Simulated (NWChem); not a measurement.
System: ScHOCl2; SMILES [OH][Sc]([Cl])[Cl]

The following NWChem deck was run.

```
start job
memory heap 200 mb stack 900 mb global 1100 mb
geometry units angstroms noautosym nocenter noautoz
  Sc     0.325642    -0.000925     0.000000
  Cl    -0.787889    -2.003858     0.000000
  Cl    -0.780249     2.006283     0.000000
  O      2.136558    -0.004689     0.000000
  H      3.095691    -0.008160     0.000000
end
basis spherical
  * library sto-3g
end
dft
  xc hfexch
  iterations 150
end
property
  shielding 4 1 2 4 5
  efieldgrad
end
task dft property
```

NWChem printed, in part:

```
             Northwest Computational Chemistry Package (NWChem) 7.3.0
             --------------------------------------------------------

                             Geometry "geometry" -> ""
                             -------------------------

 Output coordinates in angstroms (scale by  1.889725989 to convert to a.u.)

  No.       Tag          Charge          X              Y              Z
 ---- ---------------- ---------- -------------- -------------- --------------
    1 Sc                  21.0000     0.32564200    -0.00092500     0.00000000
    2 Cl                  17.0000    -0.78788900    -2.00385800     0.00000000
    3 Cl                  17.0000    -0.78024900     2.00628300     0.00000000
    4 O                    8.0000     2.13655800    -0.00468900     0.00000000
    5 H                    1.0000     3.09569100    -0.00816000     0.00000000

 Effective nuclear repulsion energy (a.u.)     305.2746707105

  xc_inp: hfexch multiplicative factor not found.
                              NWChem Property Module
                              ----------------------

  itol2e modified to match energy
  convergence criterion.

                                 NWChem DFT Module
                                 -----------------

 Summary of "ao basis" -> "ao basis" (spherical)
 ------------------------------------------------------------------------------
       Tag                 Description            Shells   Functions and Types
 ---------------- ------------------------------  ------  ---------------------
 Sc                          sto-3g                  8       18   4s3p1d
 Cl                          sto-3g                  5        9   3s2p
 O                           sto-3g                  3        5   2s1p
 H                           sto-3g                  1        1   1s

  itol2e modified to match energy
  convergence criterion.

            General Information
            -------------------
          SCF calculation type: DFT
          Wavefunction type:  closed shell.
          No. of atoms     :     5
          No. of electrons :    64
           Alpha electrons :    32
            Beta electrons :    32
          Charge           :     0
          Spin multiplicity:     1
          Use of symmetry is: off; symmetry adaption is: off
          Maximum number of iterations: 150
          AO basis - number of functions:    42
                     number of shells:    22
          Convergence on energy requested:  1.00D-07
          Convergence on density requested:  1.00D-05
          Convergence on gradient requested:  5.00D-04

              XC Information
              --------------
                     Hartree-Fock (Exact) Exchange  1.000

      Superposition of Atomic Density Guess
      -------------------------------------

 Sum of atomic energies:       -1735.34160906

      Non-variational initial energy
      ------------------------------

 Total energy =   -1735.575051
 1-e energy   =   -2999.659560
 2-e energy   =     958.809838
 HOMO         =      -0.323232
 LUMO         =       0.052098

   convergence    iter        energy       DeltaE   RMS-Dens  Diis-err
 ---------------- ----- ----------------- --------- --------- ---------
 d= 0,ls=0.0,diis     1  -1736.0348731153 -2.04D+03  2.39D-02  3.66D-01
 d= 0,ls=0.0,diis     2  -1736.1058901946 -7.10D-02  6.48D-03  6.92D-02
 d= 0,ls=0.0,diis     3  -1736.1167997011 -1.09D-02  1.51D-03  1.97D-03
 d= 0,ls=0.0,diis     4  -1736.1173124850 -5.13D-04  5.44D-04  1.02D-04
 d= 0,ls=0.0,diis     5  -1736.1173588103 -4.63D-05  1.53D-04  4.74D-06
  Resetting Diis
 d= 0,ls=0.0,diis     6  -1736.1173612231 -2.41D-06  2.32D-05  1.24D-07
 d= 0,ls=0.0,diis     7  -1736.1173612878 -6.46D-08  2.56D-06  4.92D-09

         Total DFT energy =    -1736.117361287757
      One electron energy =    -3001.394660354875
           Coulomb energy =     1061.962824841958
    Exchange-Corr. energy =     -101.960196485301
 Nuclear repulsion energy =      305.274670710461

 Numeric. integr. density =        0.000000000000

                       DFT Final Molecular Orbital Analysis
                       ------------------------------------

 Vector   30  Occ=2.000000D+00  E=-4.026279D-01
              MO Center= -6.8D-01,  1.7D-03,  2.0D-16, r^2= 4.8D+00
   Bfn.  Coefficient  Atom+Function         Bfn.  Coefficient  Atom+Function
  ----- ------------  ---------------      ----- ------------  ---------------
    27      0.658102  2 Cl pz                36     -0.658362  3 Cl pz
    15     -0.225660  1 Sc d -1              23     -0.181055  2 Cl pz
    32      0.181125  3 Cl pz

 Vector   31  Occ=2.000000D+00  E=-3.993261D-01
              MO Center= -7.3D-01,  3.8D-04,  3.6D-13, r^2= 4.7D+00
   Bfn.  Coefficient  Atom+Function         Bfn.  Coefficient  Atom+Function
  ----- ------------  ---------------      ----- ------------  ---------------
    27      0.674064  2 Cl pz                36      0.673814  3 Cl pz
    13      0.192615  1 Sc pz                23     -0.184074  2 Cl pz
    32     -0.184004  3 Cl pz                 9     -0.133344  1 Sc pz
    17      0.105401  1 Sc d  1              41      0.066906  4 O  pz
     5      0.038242  1 Sc pz

 Vector   32  Occ=2.000000D+00  E=-3.770422D-01
              MO Center= -4.2D-01,  2.4D-04, -2.2D-16, r^2= 5.3D+00
   Bfn.  Coefficient  Atom+Function         Bfn.  Coefficient  Atom+Function
  ----- ------------  ---------------      ----- ------------  ---------------
    25      0.596479  2 Cl px                34     -0.597523  3 Cl px
    40      0.358629  4 O  py                26     -0.322114  2 Cl py
    35     -0.319982  3 Cl py                21     -0.161055  2 Cl px
    30      0.161337  3 Cl px                22      0.087165  2 Cl py
    31      0.086590  3 Cl py

 Vector   33  Occ=0.000000D+00  E= 1.251737D-01
              MO Center=  3.1D-01, -8.6D-04, -1.2D-13, r^2= 3.1D+00
   Bfn.  Coefficient  Atom+Function         Bfn.  Coefficient  Atom+Function
  ----- ------------  ---------------      ----- ------------  ---------------
    10      0.771755  1 Sc s                 16      0.708745  1 Sc d  0
     6     -0.288965  1 Sc s                 26     -0.149703  2 Cl py
    35      0.149981  3 Cl py                38     -0.106069  4 O  s
     2      0.097291  1 Sc s                 25     -0.080962  2 Cl px
    34     -0.080444  3 Cl px                42      0.064491  5 H  s

 Vector   34  Occ=0.000000D+00  E= 2.537245D-01
              MO Center= -3.4D-01,  1.9D-03,  4.1D-15, r^2= 2.7D+00
   Bfn.  Coefficient  Atom+Function         Bfn.  Coefficient  Atom+Function
  ----- ------------  ---------------      ----- ------------  ---------------
    13      0.922391  1 Sc pz                17      0.571931  1 Sc d  1
     9     -0.454804  1 Sc pz                27     -0.327695  2 Cl pz
    36     -0.328604  3 Cl pz                 5      0.125071  1 Sc pz
    23      0.077844  2 Cl pz                32      0.078053  3 Cl pz
    41      0.043056  4 O  pz

 Vector   35  Occ=0.000000D+00  E= 2.569871D-01
              MO Center=  2.7D-01, -2.1D-03, -5.5D-15, r^2= 3.5D+00
   Bfn.  Coefficient  Atom+Function         Bfn.  Coefficient  Atom+Function
  ----- ------------  ---------------      ----- ------------  ---------------
    15      1.029046  1 Sc d -1              27      0.391021  2 Cl pz
    36     -0.390208  3 Cl pz                23     -0.089975  2 Cl pz
    32      0.089783  3 Cl pz

     Multipole analysis of the density
     ---------------------------------

     L   x y z        total         alpha         beta         nuclear
     -   - - -        -----         -----         ----         -------
     0   0 0 0     -0.000000    -32.000000    -32.000000     64.000000

     1   1 0 0      1.375322      0.339676      0.339676      0.695969
     1   0 1 0     -0.003290      0.020911      0.020911     -0.045112
     1   0 0 1     -0.000000     -0.000000     -0.000000      0.000000

     2   2 0 0    -31.814692   -139.522807   -139.522807    247.230922
     2   1 1 0     -0.029411     -0.222474     -0.222474      0.415537
     2   1 0 1     -0.000000     -0.000000     -0.000000      0.000000
     2   0 2 0    -43.847723   -265.989632   -265.989632    488.131540
     2   0 1 1     -0.000000     -0.000000     -0.000000      0.000000
     2   0 0 2    -31.372169    -15.686085    -15.686085      0.000000

          -----------------------
          Electric field gradient
          -----------------------

 1 a.u. = 0.324123 10**(16) esu/cm**3  ( or statvolts/cm**2 ) = 0.97174 10**(22) v/m**2

 ------------------------------------------------------------
   Atom      X         Y         Z
 ------------------------------------------------------------
    1 Sc   0.61537  -0.00175   0.00000
 ------------------------------------------------------------

 Electric field gradient in molecular frame (a.u.)
         XX             YY             ZZ             XY             XZ             YZ
 ------------------------------------------------------------------------------------------
        0.497909       0.202772      -0.700680      -0.001028       0.000000      -0.000000

 Principal components (a.u.) and orientation
 of principal axis w.r.t. absolute frame                      Asymmetry parameter eta
 --------------------------------------------------------------------------------------
       -0.700680       0.497912       0.202768                       0.421225

        0.000000       0.999994       0.003484
        0.000000      -0.003484       0.999994
        1.000000       0.000000       0.000000

 ------------------------------------------------------------
   Atom      X         Y         Z
 ------------------------------------------------------------
    2 Cl  -1.48889  -3.78674   0.00000
 ------------------------------------------------------------

 Electric field gradient in molecular frame (a.u.)
         XX             YY             ZZ             XY             XZ             YZ
 ------------------------------------------------------------------------------------------
        0.211061      -0.524180       0.313119      -0.589762      -0.000000       0.000000

 Principal components (a.u.) and orientation
 of principal axis w.r.t. absolute frame                      Asymmetry parameter eta
 --------------------------------------------------------------------------------------
       -0.851516       0.538397       0.313119                       0.264561

        0.485292       0.874352       0.000000
        0.874352      -0.485292      -0.000000
        0.000000      -0.000000       1.000000

 ------------------------------------------------------------
   Atom      X         Y         Z
 ------------------------------------------------------------
    3 Cl  -1.47446   3.79133   0.00000
 ------------------------------------------------------------

 Electric field gradient in molecular frame (a.u.)
         XX             YY             ZZ             XY             XZ             YZ
 ------------------------------------------------------------------------------------------
        0.215285      -0.528536       0.313250       0.587039      -0.000000      -0.000000

 Principal components (a.u.) and orientation
 of principal axis w.r.t. absolute frame                      Asymmetry parameter eta
 --------------------------------------------------------------------------------------
       -0.851558       0.538308       0.313250                       0.264289

       -0.482092       0.876121       0.000000
        0.876121       0.482092       0.000000
        0.000000      -0.000000       1.000000

[...]

          -----------------------------------------
          Chemical Shielding Tensors (GIAO, in ppm)
          -----------------------------------------

                                NWChem CPHF Module
                                ------------------

  scftype          =     RHF
  nclosed          =       32
  nopen            =        0
  variables        =      320
  # of vectors     =        3
  tolerance        = 0.10D-03
  level shift      = 0.00D+00
  max iterations   =       50
  max subspace     =       30

 SCF residual:    4.4856799054451362E-005

Iterative solution of linear equations
  No. of variables      320
  No. of equations        3
  Maximum subspace       30
        Iterations       50
       Convergence  1.0D-04

   iter   nsub   residual    time
   ----  ------  --------  ---------
     1      3    1.48D+00       8.4
     2      6    1.25D-01       9.3
     3      9    3.25D-02      10.3
     4     12    5.96D-03      11.3
     5     15    7.11D-04      12.3
     6     18    1.45D-04      13.3
     7     21    2.33D-05      14.3

      Atom:    1  Sc
        Diamagnetic
   1505.6888      0.0065     -0.0000
      0.0065   1509.0622     -0.0000
     -0.0000     -0.0000   1504.0437

        Paramagnetic
   -284.1954      0.1037      0.0000
      0.1037   -187.3277      0.0000
      0.0000      0.0000   -392.2623

        Total Shielding Tensor
   1221.4933      0.1102      0.0000
      0.1102   1321.7346      0.0000
      0.0000      0.0000   1111.7814

           isotropic =    1218.3364
          anisotropy =     155.0974

          Principal Components and Axis System
                 1           2           3
             1321.7347   1221.4932   1111.7814

      1         0.0011      1.0000      0.0000
      2         1.0000     -0.0011      0.0000
      3         0.0000      0.0000      1.0000

      Atom:    2  Cl
        Diamagnetic
   1130.0345      3.1814      0.0000
      3.1814   1134.9893      0.0000
      0.0000      0.0000   1129.0498

        Paramagnetic
     39.3548    -35.2943      0.0000
    -35.2943    -18.9196     -0.0000
      0.0000     -0.0000     71.0751

        Total Shielding Tensor
   1169.3893    -32.1130      0.0000
    -32.1130   1116.0697     -0.0000
      0.0000     -0.0000   1200.1249

           isotropic =    1161.8613
          anisotropy =      57.3954

          Principal Components and Axis System
                 1           2           3
             1200.1249   1184.4666   1100.9923

      1         0.0000      0.9052      0.4250
      2        -0.0000     -0.4250      0.9052
      3         1.0000     -0.0000      0.0000

      Atom:    3  O
        Diamagnetic
    418.0967     -0.1520     -0.0000
     -0.1520    358.5580      0.0000
     -0.0000      0.0000    359.0104

        Paramagnetic
    -32.3702      0.1797     -0.0000
      0.1797     -4.1866      0.0000
     -0.0000      0.0000     -7.3198

        Total Shielding Tensor
    385.7265      0.0277     -0.0000
      0.0277    354.3714      0.0000
     -0.0000      0.0000    351.6906

           isotropic =     363.9295
          anisotropy =      32.6956

          Principal Components and Axis System
                 1           2           3
              385.7265    354.3714    351.6906

      1         1.0000     -0.0009      0.0000
      2         0.0009      1.0000     -0.0000
      3        -0.0000      0.0000      1.0000

      Atom:    4  H
        Diamagnetic
     48.8644     -0.1009     -0.0000
     -0.1009     16.5132      0.0000
     -0.0000      0.0000     16.7364

        Paramagnetic
     -2.6893      0.0322      0.0000
      0.0322      6.0806     -0.0000
      0.0000     -0.0000      5.7977

        Total Shielding Tensor
     46.1751     -0.0688      0.0000
     -0.0688     22.5938     -0.0000
      0.0000     -0.0000     22.5341

           isotropic =      30.4343
          anisotropy =      23.6115

          Principal Components and Axis System
                 1           2           3
               46.1753     22.5936     22.5341

      1         1.0000      0.0029      0.0000
      2        -0.0029      1.0000      0.0000
      3         0.0000     -0.0000      1.0000
```

Level: Hartree-Fock/STO-3G, GIAO. STO-3G and 3-21G are far too small for this property and stand as cheap habits. The geometry was optimised at PBE0/def2-SVP. NWChem prints the field gradient with the sign opposite to the second derivative of the potential. The output numbers the shielded atoms by their place in the input's list. The printed shielding anisotropy is the first printed principal value minus the mean of the other two.
